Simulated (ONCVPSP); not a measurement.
**PBE ONCV dataset for Ti, fully relativistic all-electron reference.**

- Element: titanium (Ti)
- Generator: ONCVPSP 4.0.1
- Type: optimised norm-conserving Vanderbilt (ONCV)
- Functional: PBE
- Relativity: fully relativistic
- Frozen core: [Ar]
- Valence charge: 4
- Reference configuration: 3d2 4s2
- Partial waves: 4s: rc 2.75 bohr, ncon 5, nbas 8, qcut 2.8 1/bohr, 2 projectors, debl 3.4 Ha; p scattering state at 0.26 Ha: rc 2.60 bohr, ncon 3, nbas 7, qcut 2.6 1/bohr, 2 projectors, debl 2.8 Ha; 3d: rc 2.40 bohr, ncon 3, nbas 8, qcut 5.9 1/bohr, 1 projector
- Local potential: polynomial inside 2.00 bohr (lpopt 5, dvloc0 -1 Ha)
- Core correction: polynomial model core, fcfact 0.7

Open shells are filled in proportion to 2j + 1.

In the p channel the program set the typed energies aside and used 0.050, 2.850 Ha (j = l + 1/2; the other j can differ).

Task: Does the generator finish with these settings?

Result: Yes, a potential is produced and its reference levels are reproduced.

Task: Estimate the cutoffs (Ha) at which the residual kinetic energy of the hardest occupied pseudo-wave falls to 1 and 0.1 mHa per electron.

Result: 14 Ha and 16 Ha.

Task: What does a ghost test show?

Result: No bound ghost flagged; GHOST(+) flagged for s at 60.4 eV, p3/2 at 92.4 eV, p1/2 at 92.7 eV.

Task: Which valence shell sets the plane-wave cutoff?

Result: 3d: 14 Ha for 1 mHa per electron, against 3 Ha for 4s.

Task: Tests: 3d2 4s1; 3d2 4s0; 3d1 4s0; 3d2 4s1 4p1. Which has the largest error in its energy relative to the reference configuration, and how large is it?

Result: 3d2 4s0, with -33 meV (all-electron minus pseudo) on +20.92 eV.
